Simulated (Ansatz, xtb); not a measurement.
# Relaxing a trial structure of BFInSi

The starting geometry of this gas-phase doublet was built from a drawn formula by distance geometry and a force field; its bonds are those of `[B]=[Si](F)[In]`.

```yaml
atoms:
  - { symbol: B, position_ang: [-1.8731, 0.6669, -0.4275] }
  - { symbol: F, position_ang: [1.2439, 1.2048, -0.2371] }
  - { symbol: In, position_ang: [-0.3438, -0.2797, 2.4734] }
  - { symbol: Si, position_ang: [-0.3224, 1.1040, 0.4256] }
```

Problem. Predict what it relaxes into with r2SCAN-D4/def2-SVP.

Solution. It rearranges to `F[Si]1=[B][In]1`. Distances that change by over a tenth: In3–Si4 (2.47 → 2.75 Å). Contacts that close: B1–In3 (3.41 → 2.24 Å).

The energy falls by 1.15 eV over 17 steps:

| step | E − E(last) (eV) |
| --- | --- |
| 1 | 1.145 |
| 3 | 0.627 |
| 5 | 0.397 |
| 6 | 0.375 |
| 8 | 0.335 |
| 10 | 0.273 |
| 12 | 0.095 |
| 13 | 0.055 |
| 15 | 0.003 |
| 17 | 0.000 |

Final geometry (Å):

```yaml
atoms:
  - { symbol: B, position_ang: [-1.6201, 0.3272, 0.2750] }
  - { symbol: F, position_ang: [1.2828, 1.7250, -0.6127] }
  - { symbol: In, position_ang: [-1.0718, -0.3212, 2.3475] }
  - { symbol: Si, position_ang: [0.1139, 0.9651, 0.2247] }
```

From the same start GFN2-xTB ends elsewhere, differing in In3–Si4 (3.20 against 2.75 Å here).

The end wasn't checked by frequencies. Open shells are spin-unrestricted. Atoms past krypton carry core potentials, without spin–orbit terms. Run with Ansatz 0.2.0, 2.8 min on 1 thread of Intel(R) Xeon(R) 6975P-C (Granite Rapids), with other jobs on the host.
